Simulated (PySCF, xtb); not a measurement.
C4H10Si, SMILES C1CC[SiH2]C1.

GFN2-xTB run with xtb at its own geometry gives an orbital gap of 5.50 eV and a dipole moment of 0.10 D.

Geometry: B3LYP-D3(BJ)/def2-SVP. Other conformers were not sampled.

Task: What does ωB97X/def2-TZVP (PySCF) give? (Estimate from the structure and the level; the computed values follow.)

Result: gap 13.19 eV (levels -10.40 and 2.78 eV), dipole 0.69 D.
